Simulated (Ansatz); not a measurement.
H5N2O2Ta (SMILES [NH2][Ta]([NH2])(=[O])[OH]) moved off its minimum; all values from Ansatz (an electronic-structure program), cores frozen in correlated methods. Elements past Kr take the def2 small-core potentials, without spin–orbit coupling.
(charge 0, multiplicity 1)
```xyz
10

Ta     0.03036     0.10441     0.02247
O      1.28794     0.78967    -1.03611
O      0.99911    -0.89198     1.39076
H      1.72517    -1.05659     1.75759
N     -0.90322    -1.19520    -1.14736
H     -0.94586    -1.54580    -2.15165
H     -1.67235    -1.85184    -0.83320
N     -1.04954     1.55364     0.93342
H     -1.04161     2.51449     0.51003
H     -1.93646     1.52464     1.45280
```

### Question
Give the forces (eV/Å), the total energy and the dipole at CCSD(T)/def2-TZVPP.

### Answer

```
atom       Fx      Fy      Fz
----  -------  ------  ------
Ta1     3.091  -0.142  -0.343
O2     -1.842  -0.273   1.174
O3    -10.250   2.444  -5.045
H4      9.343  -2.003   4.504
N5     -2.442  -2.704  -1.889
H6      0.975   1.393   1.464
H7      1.052   1.224   0.521
N8     -0.850   1.588  -0.753
H9      0.238  -1.202   0.596
H10     0.684  -0.325  -0.229
```
Energy -319.3592 hartree, dipole 3.57 D.
